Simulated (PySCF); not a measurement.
Molybdenum: a sound run and one with changed settings

Sound run: Mo [Kr] 4d5 5s1, Mo+ [Kr] 4d5. All numbers are calculated (PySCF 2.14, scalar relativity through the core potential, in aug-cc-pVDZ-PP with ECP28MDF). The sound run starts from symmetry-adapted Hartree-Fock orbitals and uses a fine grid where one is needed.

A second run was set up differently.

```tsv
species	method	sound run (hartree)	changed run (hartree)	converged
Mo	UHF	-67.34420	-67.34420	yes
Mo	B3LYP	-67.89404	-67.87672	yes
Mo	BP86	-67.95588	-67.93634	yes
Mo+	UHF	-67.11429	-67.11429	yes
Mo+	B3LYP	-67.62704	-67.61038	yes
Mo+	BP86	-67.67457	-67.65521	yes
```

Ionisation energy of Mo:

```csv
method,sound run (eV),changed run (eV)
UHF,6.256,6.256
B3LYP,7.266,7.247
BP86,7.655,7.650
```

**Question.** What was changed?
A. radial grid too coarse
B. all electrons correlated in a valence basis
C. level shift left on
D. basis contracted for another Hamiltonian

**Answer.** A. It used radial step 0.5 in ln r (0.13 in the sound run). A coarse radial grid mis-integrates the density and the exchange-correlation energy, with errors of either sign; Hartree-Fock needs no grid.
